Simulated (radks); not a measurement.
Ionisation ladder of osmium, from Os LXVII to Os LXXVI. Each ion is in the ground configuration listed by NIST, and IE = E(next ion) - E(this ion), with E = 0 for the bare nucleus. All-electron calculation, scalar-relativistic Kohn-Sham, exchange-only LDA, spin-polarised, spherical densities, point nucleus; open shells are filled with parallel spins first (spin-orbit coupling, left out, can overturn this in heavy ions). Program: a radial shooting solver on a logarithmic mesh with Libxc functionals.

species    configuration  E (hartree)  IE, Delta-SCF (eV)  -e(HOMO) (eV)     HOMO  <r> HOMO (bohr)  IE, NIST (eV)    kind  error (eV)
Os LXVII            [Ne]  -11722.4366             17014.6        16851.8       2p           0.0660          16560  theory      +454.6
Os LXVIII   [He] 2s2 2p5  -11097.1608             17354.3        17192.6  2p down           0.0656          16900  theory      +454.3
Os LXIX     [He] 2s2 2p4  -10459.4022             17687.3        17529.6  2p down           0.0653          17270  theory      +417.3
Os LXX      [He] 2s2 2p3   -9809.4067             18140.7        17971.3    2p up           0.0647          17620  theory      +520.7
Os LXXI     [He] 2s2 2p2   -9142.7497             18490.3        18322.1    2p up           0.0644          19600  theory     -1109.7
Os LXXII    [He] 2s2 2p1   -8463.2438             18833.1        18668.9    2p up           0.0640          20030  theory     -1196.9
Os LXXIII       [He] 2s2   -7771.1414               20606          20479       2s           0.0719          20570  theory       +36.4
Os LXXIV        [He] 2s1   -7013.8705               20953          20823    2s up           0.0716        20920.6  theory       +32.9
Os LXXV             [He]   -6243.8450               84217          83697       1s           0.0177        83976.2  theory      +240.3
Os LXXVI             1s1   -3148.9447               85687          85162    1s up           0.0175        85614.4  theory       +72.7

Reference values: NIST Atomic Spectra Database (exp. = measured, semi-emp. = semi-empirical, theory = theoretical value adopted there). The ionisation energy per charge of the ion left behind rises most, in proportion, at Os LXXV ([He]), from 283.15 to 1122.9 eV. Open shells are spherical and high-spin; term and fine-structure splittings are not resolved. Spin-orbit splitting is averaged out at the scalar-relativistic level. Nuclear size, the Breit interaction and QED, all absent here, shift the 1s and 2s values of heavy ions.
